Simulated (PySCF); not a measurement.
A species of formula C6H10N2Si has this rotational fingerprint, computed with PBE0/pcSseg-1 in PySCF (dipole) on a GFN2-xTB geometry, gas phase:

* Rotational constants: A = 2019, B = 907.9, C = 760.3 MHz
* Dipole components: |μa| = 0.84 D, |μb| = 2.25 D, |μc| = 0.92 D
* Inertial defect: -142.23 u·Å²
* κ: -0.77

Task: Which candidate fits, each taken in the one conformer that was computed?
A. `[CH:1]#[C:2][C@H:3]([C:4]#[N:5])[CH2:6][SiH2:7][NH:8][CH3:9]` with C2–C3–C6–Si7 64°, C3–C6–Si7–N8 82°, C6–Si7–N8–C9 175°
B. `[CH3:1][CH2:2][c:3]1[n:4][n:5][cH:6][cH:7][c:8]1[SiH3:9]` with C1–C2–C3–N4 -87°
C. `[N:1]#[C:2][CH2:3][SiH2:4][NH:5][C@@H:6]1[C@@H:7]2[CH2:8][C@H:9]12` with C2–C3–Si4–N5 -175°, C3–Si4–N5–C6 180°, Si4–N5–C6–C7 -54°
D. `[CH3:1][NH:2][C@@H:3]1[SiH2:4][C@@:5]12[CH2:6][C@@H:7]2[C:8]#[N:9]` with C1–N2–C3–Si4 -83°

Result: A. It is C#C[C@H](C#N)C[SiH2]NC, an asymmetric top, point group C1. The candidates at the same level (rigid rotor, commonest isotopes):

```json
{"SMILES": "CN[C@@H]1[SiH2][C@@]12C[C@@H]2C#N", "A (MHz)": "2182", "B (MHz)": "863.7", "C (MHz)": "803.5", "μa (D)": "3.89", "μb (D)": "0.26", "μc (D)": "1.73", "Δ (u·Å²)": "-187.79", "point group": "C1", "rotor": "near-prolate asymmetric top"}
{"SMILES": "CCc1nnccc1[SiH3]", "A (MHz)": "1719", "B (MHz)": "1355", "C (MHz)": "817.4", "μa (D)": "2.80", "μb (D)": "2.30", "μc (D)": "0.49", "Δ (u·Å²)": "-48.61", "point group": "C1", "rotor": "asymmetric top"}
{"SMILES": "C#C[C@H](C#N)C[SiH2]NC", "A (MHz)": "2019", "B (MHz)": "907.9", "C (MHz)": "760.3", "μa (D)": "0.84", "μb (D)": "2.25", "μc (D)": "0.92", "Δ (u·Å²)": "-142.23", "point group": "C1", "rotor": "asymmetric top"}
{"SMILES": "N#CC[SiH2]N[C@@H]1[C@@H]2C[C@@H]21", "A (MHz)": "4738", "B (MHz)": "571.1", "C (MHz)": "559.2", "μa (D)": "5.02", "μb (D)": "2.31", "μc (D)": "1.17", "Δ (u·Å²)": "-87.89", "point group": "C1", "rotor": "near-prolate asymmetric top"}
```

`CN[C@@H]1[SiH2][C@@]12C[C@@H]2C#N` has A 8 % too high; `CCc1nnccc1[SiH3]` has B 49 % too high; `N#CC[SiH2]N[C@@H]1[C@@H]2C[C@@H]21` has A 135 % too high. No structure here is proved a minimum.
